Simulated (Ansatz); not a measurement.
C2H9BOS, 14 atoms. The species carries charge 0 and has multiplicity 1. The bonds changed during the relaxation, so this is another structure than the one it started from. All runs use 4 threads of a server CPU on a shared host. Correlated methods freeze the cores.

Task: Give the basis size and wall time and peak host memory of each of these runs in Ansatz. RKS ωB97X-V/def2-TZVPP energy; RKS PBE0-D4/def2-SVP energy; RKS PBE0-D4/def2-TZVP frequencies; direct RPA on PBE orbitals/def2-TZVPP energy; RHF-CCSD(T)/def2-SVP energy; RHF-CCSD(T)/def2-TZVPP energy; RKS PBE0-D4/def2-TZVP relaxation (12 steps); RKS B97M-V/def2-TZVPP energy; RKS ωB97M-V/def2-QZVPP energy; RKS B3LYP-D4/def2-TZVPP energy and forces; RKS ωB97M-V/def2-SVP energy; RHF-MP2/def2-QZVPP energy. (Best estimate.)

Result: Computed: Other jobs shared the machine, so times are rough.

```
                                level                    job  functions  wall time  peak host memory (GiB)
                 RKS PBE0-D4/def2-SVP                 energy        119        1 s                    0.29
                 RKS ωB97M-V/def2-SVP                 energy        119      3.4 s                    0.39
              RKS B3LYP-D4/def2-TZVPP      energy and forces        292      4.7 s                    0.92
                 RHF-CCSD(T)/def2-SVP                 energy        119      5.5 s                    0.69
direct RPA on PBE orbitals/def2-TZVPP                 energy        292      5.5 s                    0.78
               RKS ωB97X-V/def2-TZVPP                 energy        292        7 s                    0.95
                RKS B97M-V/def2-TZVPP                 energy        292        7 s                    0.51
               RKS ωB97M-V/def2-QZVPP                 energy        568       18 s                     2.7
                   RHF-MP2/def2-QZVPP                 energy        568       23 s                     4.3
                RKS PBE0-D4/def2-TZVP  relaxation (12 steps)        215       37 s                     0.6
               RHF-CCSD(T)/def2-TZVPP                 energy        292    2.6 min                     9.2
                RKS PBE0-D4/def2-TZVP            frequencies        215    2.9 min                    0.62
```

B3LYP here is the variant with VWN-RPA as its local correlation; programs differ in this.
